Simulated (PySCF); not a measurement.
PySCF 2.14 output of an unrestricted r2SCAN calculation on a single atom or ion in x2c-TZVPPall with one added diffuse shell each of s, p, d type (6s6p4d1f, 51 functions), with scalar relativity by spin-free X2C-1e:

```
SCF conv_tol = 1e-09
number electrons alpha = 8  beta = 5
    J. W. Furness, A. D. Kaplan, J. Ning, J. P. Perdew, and J. Sun.,  J. Phys. Chem. Lett. 11, 8208-8215 (2020)
    J. W. Furness, A. D. Kaplan, J. Ning, J. P. Perdew, and J. Sun.,  J. Phys. Chem. Lett. 11, 9248-9248 (2020)
    J. W. Furness, A. D. Kaplan, J. Ning, J. P. Perdew, and J. Sun.,  J. Phys. Chem. Lett. 11, 8208-8215 (2020)
    J. W. Furness, A. D. Kaplan, J. Ning, J. P. Perdew, and J. Sun.,  J. Phys. Chem. Lett. 11, 9248-9248 (2020)
cycle= 1 E= -289.136178623638  delta_E= -0.00578  |g|= 0.00909  |ddm|= 0.139
cycle= 2 E= -289.136236399001  delta_E= -5.78e-05  |g|= 0.00138  |ddm|= 0.0318
cycle= 3 E= -289.136238487098  delta_E= -2.09e-06  |g|= 0.000454  |ddm|= 0.00388
cycle= 4 E= -289.136238576951  delta_E= -8.99e-08  |g|= 0.000119  |ddm|= 0.000865
cycle= 5 E= -289.13623858591  delta_E= -8.96e-09  |g|= 5.22e-06  |ddm|= 0.000331
cycle= 6 E= -289.136238585934  delta_E= -2.35e-11  |g|= 1.8e-07  |ddm|= 1.74e-05
converged SCF energy = -289.136238585934  <S^2> = 3.7500653  2S+1 = 4.0000326
```

The run itself started from symmetry-adapted Hartree-Fock orbitals and held the occupation by maximum overlap, on a logarithmic radial grid, so the iterations belong to that start.

**Question.** Which element, charge and spin multiplicity is this?

**Answer.** Si⁺ (silicon, charge +1), multiplicity 4; the state was [Ne] 3s1 3p1 3d1, one real determinant (an excited configuration).

⟨L²⟩ = 8.00 against 12 for a pure F term, so this real determinant mixes terms. The outer electron is Rydberg-like, and this basis confines it to a smaller radius and binds it less than a complete one would.
